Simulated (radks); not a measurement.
Dynamic dipole polarisability and lines of the manganese ion Mn7+, [Ar]. All-electron calculation, non-relativistic Kohn-Sham, exchange-only LDA, spin-unpolarised, spherical densities, point nucleus. Program: a radial shooting solver on a logarithmic mesh with Libxc functionals. Time-dependent linear response with the Hartree and adiabatic exchange-only LDA kernel, continuum included through the Sternheimer equations. Lines are the poles of the dipole polarisability below minus the highest occupied eigenvalue, found on a grid refined at the orbital gaps; the lowest seven at most are given, and weak or close lines can be missed. The first line takes the name of the lowest orbital gap if no other gap lies below it; otherwise a line is named after a gap within 0.6 % of it, if that gap stands alone.

photon energy (eV),alpha (bohr^3)
0,0.6357
8.890,0.6461
26.669,0.7435
44.448,1.098
62.227,5.300
80.006,-0.9401
97.786,-7.554
115.56,-0.04411
133.34,-0.01654
151.12,-0.1439
168.90,-0.1983

Lines (eV, oscillator strength): 65.720 (18.87 nm, 3p-3d), f = 3.12; 97.648 (12.70 nm, 3p-4s), f = 0.263; 122.82 (10.09 nm, 3p-4d), f = 0.343; 136.06 (9.112 nm, 3p-5s), f = 0.0427; 138.42 (8.957 nm, unassigned), f = 0.199; 146.61 (8.457 nm, 3p-5d), f = 0.191; 152.58 (8.126 nm, 3p-6s), f = 0.0282. Higher lines, where found, are left out when the end of the mesh affects them. Those listed give 93 % of the static polarisability (sum of f/w^2). Orbital energy gaps for comparison: 3p-3d 49.661 eV; 3p-4s 97.228 eV; 3p-4d 122.26 eV; 3p-5s 135.97 eV; 3s-4p 137.94 eV.
